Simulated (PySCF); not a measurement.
Species: AlBrH₃ (charge -1).
Numbering: `[AlH3-:1][Br:2]` (hydrogens: H3, H4, H5 on Al1)

Computed, not measured: PBE0-D3(BJ)/def2-SVP geometry optimisation, gas phase (PySCF 2.14.0).

**Question.** List the bond lengths and angles at this level.

**Answer.** 
```json
{"bond": "Al1–Br2", "length (Å)": "2.419", "order": "single"}
{"bond": "Al1–H3, Al1–H4, Al1–H5", "length (Å)": "1.630", "order": "single"}
```

Bonds in one row agree within 0.01 Å and their mean is given. Orders are formal, as drawn. A selection of angles:
```json
{"angle": "Br2–Al1–H3", "degrees": "107.1"}
{"angle": "H3–Al1–H4", "degrees": "111.6"}
```

Al1 (aluminium bonded to Br and 3 H) is tetrahedral (angles from 107.1° to 111.6°).

Point group: C3v (every atom within 0.08 Å of its image). PBE0-D3(BJ)/def2-SVP frequencies: not computed here. The geometry's basis has no diffuse functions, a weakness for an anion.
